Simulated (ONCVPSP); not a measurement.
# Pseudopotential generation for Sb: ONCV, PBEsol, scalar-relativistic.

antimony (Sb), optimised norm-conserving Vanderbilt (ONCV), made with ONCVPSP 4.0.1 (PBEsol, scalar-relativistic). Core [Ar] 3d10, reference 4s2 4p6 4d10 5s1.75 5p3.25. Waves: 4s+5s: rc 1.20 bohr, ncon 3, nbas 7, qcut 10.2 1/bohr, 2 projectors; 4p+5p: rc 1.40 bohr, ncon 3, nbas 7, qcut 11.8 1/bohr, 2 projectors; 4d: rc 1.60 bohr, ncon 4, nbas 9, qcut 11.3 1/bohr, 2 projectors, debl 2.3 Ha. Local part: polynomial inside 0.95 bohr (lpopt 5, dvloc0 6 Ha). Core correction: Teter function, fcfact 5.5, rcfact 1.3.

All-electron outer shells of the reference configuration (PBEsol, scalar-relativistic, ld1.x):

```
shell  level (eV)  outermost node (bohr)  outermost maximum (bohr)
   3p     -750.43                   0.13                      0.29
   3d     -516.20                      –                      0.24
   4s     -148.99                   0.39                      0.73
   4p     -102.00                   0.39                      0.76
   4d      -33.81                   0.38                      0.84
   5s      -13.08                   0.95                      1.88
   5p       -4.99                   1.04                      2.32
```

Results:

```json
{
 "Cutoffs needed": "41 Ha and 48 Ha (the cutoffs (Ha) at which the residual kinetic energy of the hardest occupied pseudo-wave falls to 1 and 0.1 mHa per electron)",
 "Ghost test": "no bound ghost flagged; GHOST(+) flagged for s at 421.0 eV",
 "Largest excitation error": "-133 meV (all-electron minus pseudo) for 4s2 4p5 4d10 5s2 5p3, out of 4 test configurations",
 "rms error of d²Exc/dni dnj": "2.36 mHa without and 0.61 mHa with the model core"
}
```

Generation and tests took about 4.6 s on one core of a shared server CPU.
